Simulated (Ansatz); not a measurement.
Reaction: SiN2H6 (SMILES N[SiH2]N) → SiN2H5 (SMILES N[SiH]N, doublet) + H (doublet) (the H-Si bond breaks)
Each species at its own B3LYP-D3(BJ)/def2-TZVP minimum (Ansatz, a program for electronic structure), one conformer.

Total energies in hartree (Ansatz). UHF or UKS for unpaired electrons; spin-orbit terms are left out. Cores are frozen in correlated methods. No relativity. Where a partner has so few electrons that a lower coupled-cluster level is exact, that level stands in.

```csv
species,HF/cc-pV(T+d)Z,CCSD(T)/cc-pV(T+d)Z,HF/cc-pV(Q+d)Z,CCSD(T)/cc-pV(Q+d)Z,CCSD(T)/cc-pV(D+d)Z,CCSDT(Q)/cc-pV(D+d)Z
1: SiN2H6 (SMILES N[SiH2]N),-401.45021,-402.06553,-401.46386,-402.11616,-401.88806,-401.88984
"2: SiN2H5 (SMILES N[SiH]N, doublet)",-400.82414,-401.41012,-400.83776,-401.45940,-401.23716,-401.23911
3: H (doublet),-0.49981,-0.49981,-0.49995,-0.49995,-0.49928,-0.49928
```

### Question
Work out the bond dissociation energy (electronic) in kJ/mol: take Hartree-Fock from cc-pV(Q+d)Z, extrapolate the CCSD(T) correlation energy as X^-3 (X = 3, 4), and add CCSDT(Q) - CCSD(T) in cc-pV(D+d)Z. 1 hartree = 2625.5 kJ/mol.

### Answer

Species 1: correlation (64·(-0.65230) - 27·(-0.61532))/37 = -0.67929; step -0.00178; E1 = -401.46386 + (-0.67929) + (-0.00178) = -402.14493
Species 2: correlation (64·(-0.62164) - 27·(-0.58598))/37 = -0.64766; step -0.00195; E2 = -400.83776 + (-0.64766) + (-0.00195) = -401.48737
Species 3: correlation (64·(0.00000) - 27·(0.00000))/37 = 0.00000; step +0.00000; E3 = -0.49995 + (0.00000) + (+0.00000) = -0.49995
-1·E1 +1·E2 +1·E3 = 0.15761 hartree = 413.8 kJ/mol.
